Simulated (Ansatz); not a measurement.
Compare A (`BC(C)C=N`) with its isomer B (`BNCC=C`).

Calculated with Ansatz (gas phase, PBE0-D4/def2-TZVP geometries, no zero-point term in ΔE). CCSD(T)/CBS adds triple-zeta CCSD(T) − MP2 to the extrapolated MP2 energy (def2 sets, frozen cores). DFT in def2-TZVPP. B3LYP here is the variant with VWN-RPA as its local correlation; programs differ in this. One conformer a species, not always the lowest.

Question: Which is lower in electronic energy at CCSD(T)/CBS, and by how much? (Estimate.)

Answer: Computed: B, by 30.7 kcal/mol.

Question: Give E(B) − E(A) in kcal/mol with MP2/def2-TZVPP, B2PLYP, CCSD/def2-TZVPP, r2SCAN-D4, B3LYP-D4, CCSD(T)/def2-TZVPP, ωB97M-V. (An estimate is asked.)

Answer: Computed: MP2/def2-TZVPP -30.2, B2PLYP -31.1, CCSD/def2-TZVPP -30.1, r2SCAN-D4 -30.0, B3LYP-D4 -31.3, CCSD(T)/def2-TZVPP -30.2, ωB97M-V -30.2. None reverses the order clearly.

Largest T1 diagnostic: 0.012.
